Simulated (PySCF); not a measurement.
H3OSi, SMILES [O][SiH3] (connectivity only; charge and spin as stated), charge -1, multiplicity 1.

Geometry: B3LYP-D3(BJ)/def2-TZVPD. The spin state was assumed, not searched. The isomer is the one that the SMILES or the coordinates give; other isomers of the formula were not compared.

The numbers are results of HF/def2-TZVPD (PySCF), not measurements.

Gas-phase values at a fixed geometry.

Computed frontier levels, gap, dipole moment and polarisability:
```
Item                                                              Result
------------------------------------------------  ----------------------
highest occupied level                                          -4.82 eV
lowest empty level                                               5.66 eV
orbital gap                                                     10.48 eV
dipole moment about the centre of nuclear charge                  2.29 D
mean static polarisability                          40.4 bohr³ (5.99 Å³)
polarisability, principal values                  39.9, 39.9, 41.3 bohr³
```
